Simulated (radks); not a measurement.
Spin polarisation of the 2p5 shell in neutral fluorine. Start: [He] 2s2 2p(up 2.5, down 2.5); electrons of 2p are moved from spin down to spin up, other shells keep equal spins. Calculated with a radial shooting solver on a logarithmic mesh with Libxc functionals: non-relativistic Kohn-Sham, PBE, spin-polarised, spherical densities, point nucleus.

moment (Bohr magnetons),E - E(0) (eV),e(2p up) (eV),e(2p down) (eV),2s down minus up (eV)
0,0.000,-11.121,-11.121,0.000
0.25,-0.025,-11.320,-10.914,0.425
0.5,-0.102,-11.510,-10.697,0.851
0.75,-0.229,-11.691,-10.470,1.277
1,-0.407,-11.864,-10.235,1.704

At moment 1 the spin-polarisation energy is -0.407 eV and the 2p exchange splitting 1.629 eV, that is 1.629 eV per Bohr magneton; E = -I m^2/4 would give I = 1.628 eV.
